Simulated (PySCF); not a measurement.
A structure optimised at B3LYP-D3(BJ)/def2-SVP, used in a PySCF frequency run:

```xyz
11

O     -3.1676     0.0464     0.5515
C     -1.9914    -0.0839     0.8068
Si    -0.6788     0.1759    -0.5792
O      0.8231    -0.0705     0.0735
Si     2.4798    -0.1250    -0.0428
H     -1.6585    -0.3563     1.8503
H     -0.9569    -0.7988    -1.6707
H     -0.8188     1.5659    -1.0964
H      3.0301    -0.4906     1.2894
H      2.8882    -1.1450    -1.0509
H      3.0071     1.2077    -0.4544
```

**Question.** Write its SMILES and formula.

**Answer.** O=C[SiH2]O[SiH3], CH₆O₂Si₂

**Question.** What are its rotational constants (standard atomic weights)?

**Answer.** 13.941, 1.1338, 1.0752 GHz
